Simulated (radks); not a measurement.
Results of a calculation; reference values are marked as such.
Task: Ionisation of Se3+, [Ar] 3d10 4s2 4p1, to Se4+, [Ar] 3d10 4s2, under several functionals. Scalar-relativistic Kohn-Sham, spin-unpolarised, spherical densities, finite nucleus; a radial shooting solver on a logarithmic mesh with Libxc functionals. Known Delta-SCF values: MS2 meta-GGA 42.053 eV. What does TASK exchange with Perdew-Wang LDA correlation give, and what is its highest occupied eigenvalue?

Result: 41.696 eV by Delta-SCF; the 4p eigenvalue is -36.327 eV. NIST: 42.947 eV (measured).

Beside tabulated values, note that spin-unpolarised runs miss the spin-polarisation part of the exchange energy of open shells.
